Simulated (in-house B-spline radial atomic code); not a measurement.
# Ionising the thulium ion Tm⁵²⁺ with different functionals

Computed with a radial B-spline atomic code at the basis-set limit: scalar-relativistic (spin-free X2C) Hamiltonian, Fermi nucleus of rms radius 5.2256 fm, spin-polarised at highest spin, spherical fractional occupations for the functionals. The ionisation energy is the difference of two self-consistent energies, [Ne] 3s2 3p5 → [Ne] 3s2 3p4, without Breit or QED terms; ε is the level of the shell that loses the electron (its least bound occupied spin orbital). There is no spin-orbit coupling in this Hamiltonian.

Hybrids are left out here: with spherical fractional occupations of an open shell their exact exchange keeps a self-interaction that integer-occupation calculations don't have.

```tsv
method	rung	ΔSCF (eV)	-ε(3p) (eV)
LDA PW92	LDA	?	?
BP86	GGA	5006.7	4951.7
TPSS	meta-GGA	5006.0	4951.5
r2SCAN	meta-GGA	?	?
```

(1) What does LDA PW92 give?

(2) What does r2SCAN give?

(3) Among the functionals, which spreads more, the ΔSCF values or the orbital energies?

(4) How do they compare with the NIST value?

Answers

(1) ΔSCF 5004.7 eV, and -ε(3p) = 4949.4 eV.

(2) ΔSCF 5006.2 eV, and -ε(3p) = 4952.9 eV.

(3) The orbital energies: ΔSCF values span about 2.1 eV and the orbital energies 3.6 eV.

(4) NIST lists 4922 eV ± 4 (tabulated theory, ground level to ground level). Errors run from +82.7 to +84.7 eV. The correlated functionals all miss on the same side by more than they spread, so the cause is common to them (spin-orbit coupling, Breit-QED terms, multiplet and fine-structure energies, or a listed next ion that isn't the cheapest removal here) and closeness doesn't rank the functionals.
